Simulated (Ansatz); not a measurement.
FH$_{3}$MgOSi (`[F][Mg][O][SiH3]`). Total charge 0; spin multiplicity 1. The structure was optimised at the PBE0-D4/def2-TZVP level. It is one conformer, not always the lowest.

```xyz
7

F    -3.180    0.310    2.279
Mg   -1.764    0.173    1.264
O    -0.321    0.033    0.228
Si    0.988   -0.097   -0.708
H     1.205   -1.508   -1.139
H     2.214    0.351    0.014
H     0.856    0.738   -1.938
```

Problem. What is the dipole moment at r2SCAN/def2-TZVPP? (Best estimate.)

Solution. Ansatz gave: 0.08 D, with components (0.06, 0.00, -0.05) D in this frame, pointing from negative to positive charge.

Problem. And with PBE, B3LYP, ωB97M-V? (An estimate is asked.)

Solution. The calculation gave: PBE 0.06 D, B3LYP 0.17 D, ωB97M-V 0.13 D.

Problem. Give the Mulliken charges with r2SCAN, PBE, ωB97M-V in def2-TZVPP. (An estimate is asked.)

Solution. The calculation gave: 
```
atom  r2SCAN    PBE  ωB97M-V
  F1   -0.57  -0.52    -0.55
 Mg2    1.16   1.06     1.11
  O3   -0.72  -0.62    -0.68
 Si4    0.45   0.33     0.32
  H5   -0.10  -0.08    -0.06
  H6   -0.10  -0.08    -0.06
  H7   -0.10  -0.08    -0.06
```

B3LYP here is the variant with VWN-RPA as its local correlation; programs differ in this.
